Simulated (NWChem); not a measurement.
System: C2H7FSi2; SMILES F[C@H]1C[SiH2][SiH2]1

NWChem input:

```
start job
memory heap 200 mb stack 900 mb global 1100 mb
geometry units angstroms noautoz
  F      0.543044     1.587947     0.936348
  C      0.257577     1.101658    -0.338293
  C      1.252018    -0.024262    -0.653685
  Si     0.417683    -1.438939     0.344196
  Si    -1.345155     0.022495    -0.154093
  H      0.295984     1.953626    -1.038105
  H      1.191015    -0.277613    -1.726657
  H      2.294989     0.254816    -0.431266
  H      0.832905    -1.495686     1.776758
  H      0.510535    -2.808931    -0.246725
  H     -1.967858    -0.265959    -1.485084
  H     -2.380304     0.526257     0.795631
end
basis spherical
  * library 3-21g
end
dft
  xc xpbe96 cpbe96
  iterations 150
  mulliken
end
task dft gradient
```

Excerpt of the output:

```
             Northwest Computational Chemistry Package (NWChem) 7.3.0
             --------------------------------------------------------

 C1  symmetry detected

                             Geometry "geometry" -> ""
                             -------------------------

 Output coordinates in angstroms (scale by  1.889725989 to convert to a.u.)

  No.       Tag          Charge          X              Y              Z
 ---- ---------------- ---------- -------------- -------------- --------------
    1 F                    9.0000     0.61458643     1.66297536     0.70324316
    2 C                    6.0000     0.18038176     1.09041673    -0.49104365
    3 C                    6.0000     1.12957504    -0.06431493    -0.83991008
    4 Si                  14.0000     0.41723484    -1.39691035     0.34750446
    5 Si                  14.0000    -1.39056236     0.04213673    -0.04325362
    6 H                    1.0000     0.13690284     1.89032767    -1.24953787
    7 H                    1.0000     0.94227552    -0.39237298    -1.87744264
    8 H                    1.0000     2.19177407     0.21996742    -0.76206392
    9 H                    1.0000     0.99835225    -1.35604912     1.72173018
   10 H                    1.0000     0.43840132    -2.80609751    -0.15092380
   11 H                    1.0000    -2.16609315    -0.33390306    -1.26785472
   12 H                    1.0000    -2.30604625     0.62156914     0.98311503

 Effective nuclear repulsion energy (a.u.)     294.2091652695

  pbe96 is a nonlocal functional; adding pw91lda local functional.

                                 NWChem DFT Module
                                 -----------------

 Summary of "ao basis" -> "ao basis" (spherical)
 ------------------------------------------------------------------------------
       Tag                 Description            Shells   Functions and Types
 ---------------- ------------------------------  ------  ---------------------
 F                           3-21g                   5        9   3s2p
 C                           3-21g                   5        9   3s2p
 Si                          3-21g                   7       13   4s3p
 H                           3-21g                   2        2   2s

            General Information
            -------------------
          SCF calculation type: DFT
          Wavefunction type:  closed shell.
          No. of atoms     :    12
          No. of electrons :    56
           Alpha electrons :    28
            Beta electrons :    28
          Charge           :     0
          Spin multiplicity:     1
          Use of symmetry is: off; symmetry adaption is: off
          Maximum number of iterations: 150
          AO basis - number of functions:    67
                     number of shells:    43
          Convergence on energy requested:  1.00D-06
          Convergence on density requested:  1.00D-05
          Convergence on gradient requested:  5.00D-04

              XC Information
              --------------
          PerdewBurkeErnzerhof Exchange Functional  1.000
            Perdew 1991 LDA Correlation Functional  1.000 local
           PerdewBurkeErnz. Correlation Functional  1.000 non-local

             Grid Information
             ----------------
          Grid used for XC integration:  medium
          Radial quadrature: Mura-Knowles
          Angular quadrature: Lebedev.
          Tag              B.-S. Rad. Rad. Pts. Rad. Cut. Ang. Pts.
          ---              ---------- --------- --------- ---------
          F                   0.50       49          11.0       434
          C                   0.70       49          10.0       434
          Si                  1.10       88          10.0       590
          H                   0.35       45          11.0       434
          Grid pruning is: on
          Number of quadrature shells:   638
          Spatial weights used:  Erf1

      Superposition of Atomic Density Guess
      -------------------------------------

 Sum of atomic energies:        -751.92470813

      Non-variational initial energy
      ------------------------------

 Total energy =    -754.123273
 1-e energy   =   -1626.839128
 2-e energy   =     578.506690
 HOMO         =      -0.271081
 LUMO         =       0.062771

     ---------------------------------------------
      Total Density - Mulliken Population Analysis
     ---------------------------------------------

    Atom       Charge   Shell Charges
 -----------   ------   -------------------------------------------------------
    1 F    9     9.48   1.99  0.45  2.56  1.52  2.97
    2 C    6     5.97   1.99  0.37  1.27  1.06  1.28
    3 C    6     6.94   1.99  0.39  1.57  1.19  1.81
    4 Si  14    13.46   2.00  1.98  5.86  0.71  1.40  0.66  0.85
    5 Si  14    13.52   2.00  1.98  5.86  0.72  1.43  0.66  0.86
    6 H    1     0.80   0.43  0.37
    7 H    1     0.72   0.40  0.32
    8 H    1     0.73   0.41  0.32
    9 H    1     1.09   0.40  0.70
   10 H    1     1.10   0.40  0.70
   11 H    1     1.09   0.40  0.69
   12 H    1     1.09   0.40  0.70

   convergence    iter        energy       DeltaE   RMS-Dens  Diis-err
 ---------------- ----- ----------------- --------- --------- ---------
 d= 0,ls=0.0,diis     1   -754.5642047145 -1.05D+03  2.59D-02  7.77D-01
 d= 0,ls=0.0,diis     2   -754.4918410209  7.24D-02  1.76D-02  1.61D+00
 d= 0,ls=0.0,diis     3   -754.6394159700 -1.48D-01  3.43D-03  1.05D-01
 d= 0,ls=0.0,diis     4   -754.6465036539 -7.09D-03  1.46D-03  7.30D-03
 d= 0,ls=0.0,diis     5   -754.6474000258 -8.96D-04  5.40D-04  9.23D-04
  Resetting Diis
 d= 0,ls=0.0,diis     6   -754.6475172771 -1.17D-04  1.28D-04  5.37D-05
 d= 0,ls=0.0,diis     7   -754.6475260466 -8.77D-06  5.33D-05  1.67D-06
 d= 0,ls=0.0,diis     8   -754.6475258032  2.43D-07  2.74D-05  4.86D-06
 d= 0,ls=0.0,diis     9   -754.6475262993 -4.96D-07  5.31D-06  6.07D-08

         Total DFT energy =     -754.647526299274
      One electron energy =    -1629.804406498980
           Coulomb energy =      645.999028648683
    Exchange-Corr. energy =      -65.051313718465
 Nuclear repulsion energy =      294.209165269488

 Numeric. integr. density =       55.999996490508

                       DFT Final Molecular Orbital Analysis
                       ------------------------------------

 Vector   26  Occ=2.000000D+00  E=-2.595089D-01
              MO Center=  6.3D-01,  8.4D-01,  3.8D-02, r^2= 2.8D+00
   Bfn.  Coefficient  Atom+Function         Bfn.  Coefficient  Atom+Function
  ----- ------------  ---------------      ----- ------------  ---------------
     8      0.332278   1 F  py                4      0.302901   1 F  py
     7     -0.263930   1 F  px               22      0.255136   3 C  py
     3     -0.244497   1 F  px               26      0.232078   3 C  py
    55     -0.179426   6 H  s                39     -0.174747   4 Si py
    13     -0.169928   2 C  py               37     -0.156085   4 Si s

 Vector   27  Occ=2.000000D+00  E=-2.476414D-01
              MO Center= -3.4D-01, -5.2D-01,  7.5D-02, r^2= 3.6D+00
   Bfn.  Coefficient  Atom+Function         Bfn.  Coefficient  Atom+Function
  ----- ------------  ---------------      ----- ------------  ---------------
    34      0.304068   4 Si px               24      0.228129   3 C  s
    47     -0.214182   5 Si px               38      0.198224   4 Si px
    48      0.198336   5 Si py               50     -0.167601   5 Si s
    65      0.160874  11 H  s                52      0.159269   5 Si py
    30     -0.154374   4 Si px               25     -0.153014   3 C  px

 Vector   28  Occ=2.000000D+00  E=-2.250315D-01
              MO Center=  4.3D-02,  8.4D-01,  1.3D-02, r^2= 3.0D+00
   Bfn.  Coefficient  Atom+Function         Bfn.  Coefficient  Atom+Function
  ----- ------------  ---------------      ----- ------------  ---------------
     7      0.333860   1 F  px                3      0.297550   1 F  px
    12     -0.226915   2 C  px               15      0.223547   2 C  s
    48      0.210120   5 Si py               55     -0.174827   6 H  s
    47      0.169032   5 Si px               16     -0.165076   2 C  px
    24     -0.158014   3 C  s                65     -0.158268  11 H  s

 Vector   29  Occ=0.000000D+00  E=-2.304991D-02
              MO Center= -6.1D-01, -6.4D-01,  1.6D-01, r^2= 5.4D+00
   Bfn.  Coefficient  Atom+Function         Bfn.  Coefficient  Atom+Function
  ----- ------------  ---------------      ----- ------------  ---------------
    38      0.939563   4 Si px               52     -0.927543   5 Si py
    37     -0.813916   4 Si s                50      0.794684   5 Si s
    15      0.440071   2 C  s                39     -0.325857   4 Si py
    53      0.326368   5 Si pz               51      0.291130   5 Si px
    24     -0.276955   3 C  s                34      0.263570   4 Si px

 Vector   30  Occ=0.000000D+00  E= 1.596813D-03
              MO Center= -4.1D-01, -5.8D-01,  1.4D-01, r^2= 5.2D+00
   Bfn.  Coefficient  Atom+Function         Bfn.  Coefficient  Atom+Function
  ----- ------------  ---------------      ----- ------------  ---------------
    51     -0.776171   5 Si px               24      0.751700   3 C  s
    15      0.741517   2 C  s                39     -0.478050   4 Si py
    40      0.445318   4 Si pz               38     -0.422042   4 Si px
    16     -0.414467   2 C  px               52     -0.368237   5 Si py
    26     -0.342431   3 C  py               50     -0.320790   5 Si s

 Vector   31  Occ=0.000000D+00  E= 6.596514D-03
              MO Center= -3.9D-01, -3.4D-01, -3.9D-02, r^2= 5.2D+00
   Bfn.  Coefficient  Atom+Function         Bfn.  Coefficient  Atom+Function
  ----- ------------  ---------------      ----- ------------  ---------------
    67     -0.681011  12 H  s                53      0.661090   5 Si pz
    65      0.565720  11 H  s                40      0.549286   4 Si pz
    61     -0.521544   9 H  s                63      0.453059  10 H  s
    59     -0.385268   8 H  s                24      0.371164   3 C  s
    18      0.263009   2 C  pz                6     -0.239846   1 F  s

     ---------------------------------------------
      Total Density - Mulliken Population Analysis
     ---------------------------------------------

    Atom       Charge   Shell Charges
 -----------   ------   -------------------------------------------------------
    1 F    9     9.25   1.98  0.45  2.48  1.56  2.78
    2 C    6     6.23   1.99  0.37  1.56  1.06  1.26
    3 C    6     6.76   1.99  0.35  1.63  1.18  1.61
    4 Si  14    13.59   2.00  1.97  5.85  0.73  1.67  0.64  0.74
    5 Si  14    13.60   2.00  1.97  5.85  0.75  1.68  0.62  0.73
    6 H    1     0.79   0.47  0.32
    7 H    1     0.77   0.45  0.31
    8 H    1     0.76   0.45  0.30
    9 H    1     1.06   0.43  0.63
   10 H    1     1.08   0.43  0.65
   11 H    1     1.07   0.43  0.64
   12 H    1     1.07   0.43  0.64

     -------------------------------------------
      Total Density - Lowdin Population Analysis
     -------------------------------------------

    Atom       Charge   Shell Charges
 -----------   ------   -------------------------------------------------------
    1 F    9     9.12   1.98  0.61  2.47  1.20  2.86
    2 C    6     6.10   1.97  0.44  1.50  0.61  1.58
    3 C    6     6.44   1.97  0.44  1.57  0.62  1.84
    4 Si  14    13.72   2.00  1.95  5.78  0.63  1.60  0.53  1.23
    5 Si  14    13.76   2.00  1.95  5.78  0.65  1.62  0.53  1.23
    6 H    1     0.91   0.48  0.44
    7 H    1     0.87   0.45  0.42
    8 H    1     0.88   0.45  0.42
    9 H    1     1.04   0.43  0.61
   10 H    1     1.06   0.44  0.62
   11 H    1     1.05   0.43  0.62
   12 H    1     1.04   0.43  0.61

     Multipole analysis of the density
     ---------------------------------

     L   x y z        total         alpha         beta         nuclear
     -   - - -        -----         -----         ----         -------
     0   0 0 0     -0.000000    -28.000000    -28.000000     56.000000

     1   1 0 0     -0.020383     -0.010191     -0.010191      0.000000
     1   0 1 0     -0.129976     -0.064988     -0.064988      0.000000
     1   0 0 1     -0.550563     -0.275281     -0.275281      0.000000

     2   2 0 0    -34.240459   -120.088304   -120.088304    205.936149
     2   1 1 0     -0.464151      3.268209      3.268209     -7.000569
     2   1 0 1     -0.978586      1.190237      1.190237     -3.359059
     2   0 2 0    -35.715619   -148.877843   -148.877843    262.040067
     2   0 1 1     -1.575232      2.523948      2.523948     -6.623128
     2   0 0 2    -34.748944    -58.575982    -58.575982     82.403020

            General Information
            -------------------
          SCF calculation type: DFT
          Wavefunction type:  closed shell.
          No. of atoms     :    12
          No. of electrons :    56
           Alpha electrons :    28
            Beta electrons :    28
          Charge           :     0
          Spin multiplicity:     1
          Use of symmetry is: off; symmetry adaption is: off
          Maximum number of iterations: 150
          AO basis - number of functions:    67
                     number of shells:    43
          Convergence on energy requested:  1.00D-06
          Convergence on density requested:  1.00D-05
          Convergence on gradient requested:  5.00D-04

              XC Information
              --------------
          PerdewBurkeErnzerhof Exchange Functional  1.000
            Perdew 1991 LDA Correlation Functional  1.000 local
           PerdewBurkeErnz. Correlation Functional  1.000 non-local

             Grid Information
             ----------------
          Grid used for XC integration:  medium
          Radial quadrature: Mura-Knowles
          Angular quadrature: Lebedev.
          Tag              B.-S. Rad. Rad. Pts. Rad. Cut. Ang. Pts.
          ---              ---------- --------- --------- ---------
          F                   0.50       49          11.0       434
          C                   0.70       49          10.0       434
          Si                  1.10       88          10.0       590
          H                   0.35       45          11.0       434
          Grid pruning is: on
          Number of quadrature shells:   638
          Spatial weights used:  Erf1

          Convergence Information
          -----------------------
          Convergence aids based upon iterative change in
          total energy or number of iterations.
          Levelshifting, if invoked, occurs when the
          HOMO/LUMO gap drops below (HL_TOL):  1.00D-02
          DIIS, if invoked, will attempt to extrapolate
          using up to (NFOCK): 10 stored Fock matrices.

[...]

                         DFT ENERGY GRADIENTS

    atom               coordinates                        gradient
                 x          y          z           x          y          z
   1 F       1.161400   3.142568   1.328937   -0.011564  -0.013006  -0.039593
   2 C       0.340872   2.060589  -0.927938    0.007089  -0.002863   0.032169
   3 C       2.134587  -0.121538  -1.587200   -0.012148   0.000383   0.013619
   4 Si      0.788460  -2.639778   0.656688   -0.000597   0.006378  -0.006993
   5 Si     -2.627782   0.079627  -0.081737    0.010169   0.000780  -0.001345
   6 H       0.258709   3.572201  -2.361284    0.001433   0.001446   0.004654
   7 H       1.780643  -0.741477  -3.547852    0.001295   0.001242   0.001723
   8 H       4.141852   0.415678  -1.440092   -0.000318  -0.000198  -0.001643
   9 H       1.886612  -2.562561   3.253598   -0.001614  -0.000520  -0.005030
  10 H       0.828458  -5.302755  -0.285205    0.000401   0.005369   0.001940
  11 H      -4.093323  -0.630985  -2.395898    0.003157   0.002727   0.004479
  12 H      -4.357796   1.174595   1.857818    0.002698  -0.001738  -0.003979
```

Level: PBE/3-21G. Structure relaxed at the PBE0/def2-SVP level.
